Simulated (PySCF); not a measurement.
PySCF job for Si(H)(Me) (CH4Si), SMILES C[SiH] (connectivity only; charge and spin as stated), neutral, multiplicity 1, KT2/pcSseg-2. Geometry: B3LYP-D3(BJ)/def2-TZVP.

```python
import numpy as np
from pyscf import gto, scf, dft
from pyscf.prop.nmr import rks as nmr

mol = gto.M(
    atom='''
    Si    0.11458651   -0.75157432    0.00000000
    H    -1.39885254   -0.96326975    0.00000000
    C    -0.00363377    1.14611428   -0.00000000
    H     0.96622919    1.64338994   -0.00000000
    H    -0.57489261    1.48261729    0.87378107
    H    -0.57489261    1.48261729   -0.87378107
    ''',
    basis='pcSseg-2',
    charge=0,
    spin=0,
    max_memory=1600,
    verbose=3,
)
mf = dft.RKS(mol, xc='kt2')
mf.grids.level = 3
mf.conv_tol = 1e-10
mf.max_cycle = 100
mf.kernel()
n = nmr.NMR(mf)
n.verbose = 2
n.max_cycle_cphf = 60
sigma = n.kernel()
print('atom   isotropic/ppm   span/ppm')
for i, s in enumerate(sigma):
    w = np.linalg.eigvalsh((s + s.T) / 2)
    print(f'{mol.atom_symbol(i):2s}{i + 1:3d} {w.mean():14.3f} {w[2] - w[0]:11.3f}')
```

It prints:

```
converged SCF energy = -333.200232479798
atom   isotropic/ppm   span/ppm
Si  1       -480.753    2141.312
H   2         17.006      20.920
C   3        135.762     135.305
H   4         27.051       5.209
H   5         29.563       9.177
H   6         29.563       9.177
```

The run converged.

Cost: around 22 core-seconds (rough).
